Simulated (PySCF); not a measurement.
Isomers of C3H8ClNSi2, mass 148.988 u with the commonest isotopes. Computed with B3LYP/def2-SVPD in PySCF (dipole) on a GFN2-xTB geometry, gas phase. One conformer each, none proved a minimum here; rigid rotors.

Question: Order these by rotational constant A, largest first.
A. `[N:1]#[C:2][SiH2:3][SiH2:4][CH2:5][CH2:6][Cl:7]` with C2–Si3–Si4–C5 -24°, Si3–Si4–C5–C6 -80°, Si4–C5–C6–Cl7 52°
B. `[N:1]#[C:2][SiH2:3][C@@H:4]([SiH3:5])[CH2:6][Cl:7]` with C2–Si3–C4–Si5 42°, Si3–C4–C6–Cl7 49°
C. `[N:1]#[C:2][CH2:3][C@@H:4]([SiH3:5])[SiH2:6][Cl:7]` with C2–C3–C4–Si5 -64°, C3–C4–Si6–Cl7 55°

Answer: B (1952 MHz), C (1874 MHz), A (1623 MHz).

Question: Order these by rotational constant C, smallest first.
A. `[N:1]#[C:2][SiH2:3][C@@H:4]([SiH3:5])[CH2:6][Cl:7]` with C2–Si3–C4–Si5 42°, Si3–C4–C6–Cl7 49°
B. `[N:1]#[C:2][CH2:3][C@@H:4]([SiH3:5])[SiH2:6][Cl:7]` with C2–C3–C4–Si5 -64°, C3–C4–Si6–Cl7 55°
C. `[N:1]#[C:2][SiH2:3][SiH2:4][CH2:5][CH2:6][Cl:7]` with C2–Si3–Si4–C5 -24°, Si3–Si4–C5–C6 -80°, Si4–C5–C6–Cl7 52°

Answer: A (640.1 MHz), B (750.8 MHz), C (906.3 MHz).

Question: Order these by radius of gyration √(Σ m r²/M), smallest first.
A. `[N:1]#[C:2][SiH2:3][SiH2:4][CH2:5][CH2:6][Cl:7]` with C2–Si3–Si4–C5 -24°, Si3–Si4–C5–C6 -80°, Si4–C5–C6–Cl7 52°
B. `[N:1]#[C:2][CH2:3][C@@H:4]([SiH3:5])[SiH2:6][Cl:7]` with C2–C3–C4–Si5 -64°, C3–C4–Si6–Cl7 55°
C. `[N:1]#[C:2][SiH2:3][C@@H:4]([SiH3:5])[CH2:6][Cl:7]` with C2–Si3–C4–Si5 42°, Si3–C4–C6–Cl7 49°

Answer: A (2.096 Å), B (2.214 Å), C (2.324 Å).

| SMILES | point group | Ia (u·Å²) | Ib (u·Å²) | Ic (u·Å²) | κ | μa (D) | μb (D) | μc (D) |
| --- | --- | --- | --- | --- | --- | --- | --- | --- |
| N#CC[C@@H]([SiH3])[SiH2]Cl | C1 | 269.67 | 517.65 | 673.12 | -0.60 | 0.15 | 2.83 | 2.39 |
| N#C[SiH2][C@@H]([SiH3])CCl | C1 | 258.93 | 560.79 | 789.51 | -0.60 | 2.84 | 1.92 | 0.40 |
| N#C[SiH2][SiH2]CCCl | C1 | 311.31 | 440.11 | 557.61 | -0.33 | 2.57 | 3.30 | 0.65 |
